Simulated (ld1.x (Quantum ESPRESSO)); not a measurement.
## Transferability test, PAW potential for C

ld1.x (Quantum ESPRESSO) 7.5 input, shortened:

```
&input
   title='C', zed=6., rel=0, dft='PBESOL', iswitch=3,
   config='[He] 2s1 2p0 3d-2'
 /
 &inputp
   pseudotype=3, lpaw=.true., tm=.true., lloc=-1, rcloc=1.25,
   nlcc=.true., new_core_ps=.true., rcore=0.60,
   which_augfun='PSQ', rmatch_augfun=0.60
 /
5
2S  1  0   1.00   0.00  0.80  0.90  0.0
2S  1  0   0.00  -2.65  0.80  0.90  0.0
2P  2  1   0.00   0.00  1.90  2.60  0.0
2P  2  1   0.00  -1.15  1.90  2.60  0.0
3D  3  2  -2.00   0.10  2.25  2.75  0.0
 &test
   configts(1)='2s1 2p0'
 /
```

Energies are relative to the spin-unpolarised reference configuration 2s1 2p0; without spin polarisation the order of configurations can differ from experiment.

| valence configuration | charge | ΔE all-electron (eV) | error AE − PS (meV) |
| --- | --- | --- | --- |
| 2s2 2p2 | 0 | -82.757 | -36 |
| 2s2 2p0 | +2 | -47.943 | -4.1 |
| 2s1 2p3 | 0 | -74.345 | -50 |
| 2s2 2p2.3 | -0.3 | -83.902 | -24 |
| 2s0 2p4 | 0 | -65.914 | -62 |

Question: What are ΔE and the potential's error for 2s2 2p1?

Answer: ΔE = -71.965 eV all-electron; the error (AE − PS) is -35 meV.

Question: What are ΔE and the potential's error for 2s1 2p2?

Answer: ΔE = -63.268 eV all-electron; the error (AE − PS) is -61 meV.
